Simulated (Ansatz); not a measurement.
Geometry optimisation, RKS B3LYP-D4/def2-SVP in Ansatz 0.2.0.

Input file:

```yaml
crystal:
  periodic: [false, false, false]
  atoms:
    - { symbol: "N", position_ang: [-0.535, 1.3969, -0.8968] }
    - { symbol: Al, position_ang: [0.6151, 0.4222, 0.1724] }
    - { symbol: C, position_ang: [2.27989, 1.26228, 0.79477] }
    - { symbol: O, position_ang: [2.54156, 2.32281, 0.54014] }
    - { symbol: H, position_ang: [-0.7251, 0.8925, -1.8072] }
    - { symbol: H, position_ang: [-1.5001, 1.4718, -0.4092] }
    - { symbol: H, position_ang: [0.23469, -1.09706, 0.61125] }
    - { symbol: H, position_ang: [2.92674, 0.63898, 1.47467] }
basis:
  gaussian: { orbitals: def2-SVP }
hamiltonian:
  xc: b3lyp
  dispersion: d4
relax:
  f_tol: 0.015
  max_steps: 40
```

Command:

```bash
$ ansatz run input.yaml --threads 1 --pin off --max-ram 2048MiB --backend cpu --events-out ev --progress --plain --runs-dir out
```

Q: Where does it end, and by what steps?

A: The run converged. After 20 steps the energy has fallen by 1.217 eV; H5 moved furthest, 1.36 Å. The start is strongly strained (largest force component 10 eV/Å).

```
step  energy less start (eV)  largest force component (eV/Å)  accepted
   0                  0.0000                           9.744       yes
   1                 -0.5137                           0.919       yes
   2                 -0.4714                           2.761        no
   3                 -0.6194                           0.570       yes
   4                 -0.6693                           0.668       yes
   5                 -0.7382                           0.774       yes
   6                 -0.7989                           1.850       yes
   7                 -0.9739                           1.124       yes
   8                 -1.0858                           0.698       yes
   9                 -1.1314                           0.654       yes
  10                 -1.1348                           0.470       yes
  11                 -1.2025                           0.103       yes
  12                 -1.2035                           0.099       yes
  13                 -1.2070                           0.888       yes
  14                 -1.2114                           0.584       yes
  15                 -1.2134                           0.140       yes
  16                 -1.2155                           0.107       yes
  17                 -1.2163                           0.100       yes
  18                 -1.2168                           0.026       yes
  19                 -1.2168                           0.017       yes
  20                 -1.2169                           0.001       yes
```

```xyz
8
Properties=species:S:1:pos:R:3
N -0.558 1.127 -0.749
Al 0.454 0.232 0.392
C 2.232 1.165 0.656
O 2.402 2.198 0.031
H -0.231 1.989 -1.180
H -1.493 0.901 -1.072
H -0.036 -1.109 1.072
H 3.068 0.807 1.329
```

Run time: 40 s on 1 thread of Intel(R) Xeon(R) 6975P-C (Granite Rapids), with other jobs on the host, peak memory 0.17 GiB.
